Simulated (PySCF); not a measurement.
## Mn: ionisation energy

Mn [Ar] 3d5 4s2 (6S) → Mn⁺ [Ar] 3d5 4s1 (7S), as a difference of total energies. Calculation: PySCF 2.14, in 6-31G*; the non-relativistic Hamiltonian (point nucleus). Correlated levels: valence: [Ar] frozen. The calculations carry no spin-orbit coupling.

```tsv
method	ionisation energy (eV)	difference from reference (eV)
UHF	5.934	-1.500
M06-L	7.420	-0.014
PBE0	6.914	-0.520
MP2 (valence)	6.580	-0.854
SCS-MP2 (valence)	6.714	-0.720
```

Reference: 7.434 eV (measured; NIST Atomic Spectra Database, ionization energies).

These non-relativistic numbers lack the scalar-relativistic shift.

Errors of the correlated levels include the incompleteness of this basis and the frozen core.

MP2 underrates the near-degeneracy of ns² with np² in the lower species.
